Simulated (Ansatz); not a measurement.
Cost and result for the atomization energy of C2H5NOSi (`CO[SiH]1C=N1`) (10 atoms, 10 bonds).

```xyz
10

C     0.401    1.816    0.156
O     0.451    0.538   -0.444
Si   -0.137   -0.826    0.215
C    -0.279   -2.316   -0.703
N    -1.423   -1.732   -0.588
H     1.334    2.339   -0.062
H    -0.432    2.390   -0.256
H     0.282    1.755    1.244
H    -0.147   -0.730    1.686
H    -0.050   -3.234   -1.248
```

Total charge 0; spin multiplicity 1. Geometry: relaxed with PBE0-D4/def2-TZVP. It is one conformer, not always the lowest. Program: Ansatz. All runs use 4 threads of an Arm Neoverse V1 on a shared host. Times are those of one run each, without the atoms' runs, and a repeat can differ threefold. Electronic energies, without spin–orbit coupling; frozen cores. CCSD(T)/CBS adds CCSD(T) − MP2 in def2-TZVPP to the MP2 limit, and its time is that of the two runs behind it. T1 = 0.013. B3LYP takes the VWN-RPA correlation (the form of Gaussian; ORCA's B3LYP/G).

CCSD(T)/CBS is a level of theory with its own doubt, some kJ/mol a heavy atom from the limit and from the frozen cores, so smaller differences don't rank the functionals.

| level | functions | wall time |
| --- | --- | --- |
| PBE-D4/def2-TZVPP (with forces) | 236 | 2.1 s |
| PBE0-D4/def2-TZVPP | 236 | 2.6 s |
| B3LYP-D4/def2-TZVPP (with forces) | 236 | 3.9 s |
| r2SCAN-D4/def2-TZVPP (with forces) | 236 | 4.4 s |
| B2PLYP/def2-TZVPP | 236 | 4.9 s |
| ωB97X-V/def2-TZVPP | 236 | 7 s |
| ωB97M-V/def2-TZVPP (with forces) | 236 | 10 s |
| MP2/def2-QZVPP | 448 | 19 s |
| CCSD(T)/def2-TZVPP | 236 | 110 s |
| CCSD(T)/CBS(def2) | – | 2.2 min |

What atomization energy does each give, and how far from CCSD(T)/CBS? (Estimate.)

Ansatz gave: 
```csv
level,atomization (kJ/mol),difference from CCSD(T)/CBS,per bond
PBE-D4/def2-TZVPP (with forces),3963.2,107.9,10.8
PBE0-D4/def2-TZVPP,3860.6,5.3,0.5
B3LYP-D4/def2-TZVPP (with forces),3857.9,2.6,0.3
r2SCAN-D4/def2-TZVPP (with forces),3859.9,4.6,0.5
B2PLYP/def2-TZVPP,3819.5,-35.8,-3.6
ωB97X-V/def2-TZVPP,3875.6,20.3,2.0
ωB97M-V/def2-TZVPP (with forces),3876.3,21.0,2.1
MP2/def2-QZVPP,3896.0,40.7,4.1
CCSD(T)/def2-TZVPP,3735.3,-120.0,-12.0
CCSD(T)/CBS(def2),3855.3,0.0,0.0
```

The D4 term adds +30.3 kJ/mol with B3LYP and +15.8 kJ/mol with PBE0; it sums over pairs of atoms, weighted by their polarisabilities, and B3LYP, whose exchange is more repulsive, gets the larger term. In def2-TZVPP, CCSD(T) changes the Hartree–Fock value by +1080.9 kJ/mol (the triples alone add +74.0 kJ/mol) and MP2 by +1169.3 kJ/mol; breaking electron pairs costs correlation energy, which Hartree–Fock lacks. From PBE to PBE0 (25 % exact exchange), in def2-TZVPP and without D4, the atomization energy moves by −99.5 kJ/mol: exact exchange takes away binding that semilocal exchange gives to molecules.
